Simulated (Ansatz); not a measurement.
`[Br][InH][CH]1C=N1` + `O[SiH3]` → `[SiH3][O][InH][Br]` + `C1=NC1` at 600 K and 1 bar (ligand exchange at the In–C bond).

Computed with Ansatz on PBE0-D4/def2-TZVP structures; ΔE is electronic, products minus reactants. CCSD(T)/CBS is the MP2 limit (def2-TZVPP, def2-QZVPP) plus CCSD(T) − MP2 in def2-TZVPP, frozen cores. Elements past krypton have def2 core potentials. For Br, In outer-core shells are correlated without core-valence functions, which leaves a few kJ/mol of doubt a bond. Scalar relativity is left out up to krypton. Each species was taken in one conformer, which may not be the lowest.

```json
{"species": "`[Br][InH][CH]1C=N1`", "CCSD(T)/CBS energy (Eh)": "-2895.69428", "H − E (kJ/mol)": "165.8", "S (J/(mol·K))": "455.1"}
{"species": "`O[SiH3]`", "CCSD(T)/CBS energy (Eh)": "-366.69042", "H − E (kJ/mol)": "135.7", "S (J/(mol·K))": "307.9"}
{"species": "`[SiH3][O][InH][Br]`", "CCSD(T)/CBS energy (Eh)": "-3129.89321", "H − E (kJ/mol)": "153.7", "S (J/(mol·K))": "477.5"}
{"species": "`C1=NC1`", "CCSD(T)/CBS energy (Eh)": "-132.51911", "H − E (kJ/mol)": "148.2", "S (J/(mol·K))": "287.3"}
```

H − E and S are ideal-gas, rigid-rotor, harmonic terms from PBE0-D4/def2-TZVP, for one conformer and one mirror image of each species. 1 Eh = 2625.50 kJ/mol, R = 8.31446 J/(mol·K).

**Question.** By hand: ΔE, ΔH, ΔS and ΔG.

**Answer.** ΔE = (-3129.89321) + (-132.51911) − (-2895.69428) − (-366.69042) = -0.02762 Eh = -72.5 kJ/mol. Δ(H − E) = 153.7 + 148.2 − 165.8 − 135.7 = 0.4, so ΔH = -72.1 kJ/mol. ΔS = 477.5 + 287.3 − 455.1 − 307.9 = 1.8 J/(mol·K). ΔG = -72.1 − 600 × (1.8)/1000 = -73.2 kJ/mol.

**Question.** By hand: the equilibrium constant, and the temperature at which ΔG would vanish if ΔH and ΔS stayed fixed.

**Answer.** log₁₀ K = −ΔG/(RT ln 10) = 6.4. ΔH and −TΔS have one sign here, so there is no such temperature. One of them is within its doubt of zero, so this could turn.

The number of gas molecules stays the same, so ΔS is small and ΔH decides. A doubt of 5 kJ/mol in ΔE shifts log₁₀ K by 0.4 here. Other conformers and mirror images would add mixing entropy, several J/(mol·K) or more a flexible species. Modes under 60 cm⁻¹, often nearly free rotors, make the harmonic entropy too high. These are equilibria of isolated gas molecules and say nothing of rates. Largest T1 diagnostic: 0.013 (customary marks: 0.02 for closed shells, 0.045 for open ones).
